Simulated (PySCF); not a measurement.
Basis-set dependence of InN⁻ at PBE0

PySCF, UKS reference; doublet, unpaired electrons π ↑; De to In⁻ + N without counterpoise correction.

```csv
basis,relativity,functions,Re (Å),ωe (cm⁻¹),De (eV),μ (D)
def2-SVPD,scalar-relativistic core potentials,52,2.050,563,2.74,-3.27
aug-cc-pVDZ-PP/aug-cc-pVDZ,scalar-relativistic core potentials,55,2.066,529,2.47,-3.94
def2-TZVPPD,scalar-relativistic core potentials,93,2.035,568,2.66,-3.68
```

Q: How does each smaller set differ from the one with most functions, def2-TZVPPD?

A: def2-SVPD: +1.5 pm, -0.9 % in ωe, +0.08 eV in De; aug-cc-pVDZ-PP/aug-cc-pVDZ: +3.1 pm, -6.9 % in ωe, -0.19 eV in De. All at PBE0; the set with most functions is neither the basis-set limit nor always the best.

A positive dipole points towards N; it is taken about the centre of mass and depends on that origin. These are scalar-relativistic numbers at best; spin–orbit coupling would shift them, the dissociation energy most. For an ion De counts to the pair picked by the measured ionisation energies or electron affinities, which need not be the lowest pair at this level. The highest Kohn–Sham level is positive in some of these anions. Much of that is self-interaction error, but it also means that the finite basis helps to hold the extra electron. The state was picked by a PBE0 search and need not be the measured ground state.
